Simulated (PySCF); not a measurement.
**Electric field gradients and quadrupole coupling constants**

Species: C₄H₁₀F₂OSi₂.
Numbering: `[CH3:1][CH2:2][O:3]/[C:4]([SiH3:5])=[CH:6]\[SiH:7]([F:8])[F:9]` (hydrogens: H10, H11, H12 on C1; H13, H14 on C2; H15, H16, H17 on Si5; H18 on C6; H19 on Si7)

Cartesian coordinates in Å at the GFN2-xTB level; atoms count from 1:
```
atom  x, y, z in Å
C1     2.401   -1.353    0.069
C2     1.627   -0.046    0.143
O3     0.266   -0.342   -0.081
C4    -0.644    0.669   -0.130
Si5   -0.136    2.489   -0.315
C6    -1.932    0.290   -0.084
Si7   -2.404   -1.500    0.111
F8    -1.976   -2.071    1.548
F9    -4.005   -1.589    0.204
H10    3.457   -1.172    0.251
H11    2.279   -1.802   -0.913
H12    2.021   -2.046    0.815
H13    1.994    0.659   -0.615
H14    1.753    0.414    1.133
H15    0.622    2.663   -1.559
H16   -1.367    3.271   -0.361
H17    0.699    2.905    0.816
H18   -2.693    1.047   -0.178
H19   -1.974   -2.477   -0.863
```

Field gradients from the PBE0/pcSseg-1 density (PySCF, non-relativistic), principal values in atomic units, ordered |Vxx| ≤ |Vyy| ≤ |Vzz|:

```csv
atom,Vxx,Vyy,Vzz
O3,-0.2379,-1.5840,1.8219
```

Q: Find the asymmetry η = (Vxx − Vyy)/Vzz and the couplings χ = eQV/h (234.96 MHz × Q in barn × V in au), with Q(17O) = −0.0256 b.

A: 
```tsv
atom	environment	nucleus	η	χzz (MHz)	χxx (MHz)	χyy (MHz)
O3	ether oxygen	17O	0.74	-10.96	1.43	9.53
```

Q: What is Vzz at O3 in SI units (1 au = 9.71736 × 10²¹ V/m²)?

A: 1.8219 au = 17.704 × 10²¹ V/m².

Were the hydrogens deuterons (Q(2H) = 0.00286 b), χzz would run from 107 kHz (H15 and H17) to 227 kHz (H18).

The structure is a single GFN2-xTB conformer in the gas phase; no vibrational or solvent corrections. GFN2-xTB bond lengths can be off by several hundredths of an ångström, more for odd bonds, and the gradients follow them. With so small a basis the couplings can be 20 % off.
